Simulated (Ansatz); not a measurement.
Program: Ansatz. Geometries: PBE0-D4/def2-TZVP. ΔE: electronic, gas phase. CCSD(T)/CBS adds triple-zeta CCSD(T) − MP2 to the extrapolated MP2 energy (def2 sets, frozen cores). This one scheme is used for every species. Functionals use def2-TZVPP. One conformer a species, not always the lowest.

Consider the silylene loss: `[AlH2][CH2][SiH2][SiH3]` → `[AlH2][CH2][SiH3]` + `[SiH2]`.

```json
{"level": "LDA (SPW92)", "ΔE (kcal/mol)": "70.8", "difference from CCSD(T)/CBS": "13.0"}
{"level": "PBE-D4", "ΔE (kcal/mol)": "63.0", "difference from CCSD(T)/CBS": "5.2"}
{"level": "B97M-V", "ΔE (kcal/mol)": "58.4", "difference from CCSD(T)/CBS": "0.6"}
{"level": "r2SCAN0-D4", "ΔE (kcal/mol)": "64.4", "difference from CCSD(T)/CBS": "6.6"}
{"level": "B2PLYP", "ΔE (kcal/mol)": "54.7", "difference from CCSD(T)/CBS": "-3.1"}
{"level": "PBE-QIDH", "ΔE (kcal/mol)": "62.5", "difference from CCSD(T)/CBS": "4.7"}
{"level": "r2SCANh", "ΔE (kcal/mol)": "63.7", "difference from CCSD(T)/CBS": "5.9"}
{"level": "r2SCAN0", "ΔE (kcal/mol)": "63.5", "difference from CCSD(T)/CBS": "5.7"}
{"level": "HF/def2-TZVPP", "ΔE (kcal/mol)": "46.7", "difference from CCSD(T)/CBS": "-11.1"}
{"level": "CCSD/CBS(def2)", "ΔE (kcal/mol)": "55.8", "difference from CCSD(T)/CBS": "-2.0"}
{"level": "CCSD(T)/CBS", "ΔE (kcal/mol)": "57.8", "difference from CCSD(T)/CBS": "0"}
```

Largest T1 diagnostic among the species: 0.014.

In def2-TZVPP, CCSD(T) changes the Hartree–Fock value by +9.2 kcal/mol (the triples alone add +2.0 kcal/mol) and MP2 by +12.6 kcal/mol. At CCSD(T), def2-SVP lies −5.7 kcal/mol from the extrapolated value and def2-TZVPP −1.9 kcal/mol.

CCSD(T)/CBS has its own doubt, a few kJ/mol and more with outer-core shells, so smaller differences from it don't rank the levels.
